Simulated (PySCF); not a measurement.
## Two-component Hartree-Fock for B⁴⁺ (boron, charge +4)

Start: 1s1; 1s1/2 filled at m_j = +1/2. Calculated with PySCF 2.14 in an uncontracted even-tempered set (15 s from 1.3 bohr⁻², ratio 2.4; 7 p from 1.6 bohr⁻², ratio 2.4; 3 d from 4.5 bohr⁻², ratio 2.6; 3 f from 6.8 bohr⁻², ratio 2.6): generalised Hartree-Fock with the X2C-1e Hamiltonian and a Gaussian nucleus; one run each with spin-orbit coupling (SO) switched off, then screened by Boettger's factors, then bare.

```tsv
spinor shell	electrons	ε, spin-free (eV)	ε, screened SO (eV)	ε, bare SO (eV)	weight of nominal j (screened SO)	rms radius, screened SO (bohr)
1s1/2	1	-340.26	-340.26	-340.26	1.000	0.346
```

```json
{"quantity": "E (hartree)", "spin-free": "-12.50415", "screened SO": "-12.50415", "bare SO": "-12.50415"}
{"quantity": "M_J", "spin-free": "1/2", "screened SO": "1/2", "bare SO": "1/2"}
{"quantity": "⟨J²⟩", "spin-free": "0.750", "screened SO": "0.750", "bare SO": "0.750"}
{"quantity": "⟨L²⟩", "spin-free": "0.000", "screened SO": "0.000", "bare SO": "0.000"}
{"quantity": "⟨S²⟩", "spin-free": "0.750", "screened SO": "0.750", "bare SO": "0.750"}
```

Without spin-orbit coupling the j labels of p, d and f shells carry no meaning; the spin-free column gives the mean over the occupied spinors of each nl shell.
